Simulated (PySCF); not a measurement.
## Excitation energy of V⁺ by level of theory

V⁺ [Ar] 3d4 (5D) → V⁺ [Ar] 3d3 4s1 (5F), as a difference of total energies. All numbers are calculated (PySCF 2.14, scalar relativity by spin-free X2C-1e, in dyall-av2z). Correlated levels: valence: [Ar] frozen; virtual orbitals above 40 to 60 times the deepest correlated orbital energy dropped. The calculations carry no spin-orbit coupling.

| method | excitation energy (cm⁻¹) | error (cm⁻¹) |
| --- | --- | --- |
| UHF | -3547.2 | -6267 |
| MP2 (valence) | 175.30 | -2545 |
| SCS-MP2 (valence) | -2306.3 | -5026 |
| CCSD (valence) | 421.41 | -2299 |
| CCSD(T) (valence) | 539.98 | -2180 |

Reference: 2719.9 cm⁻¹ (measured; NIST levels, between the centres of gravity of the two terms).

Errors of the correlated levels include the incompleteness of this basis and the frozen core.
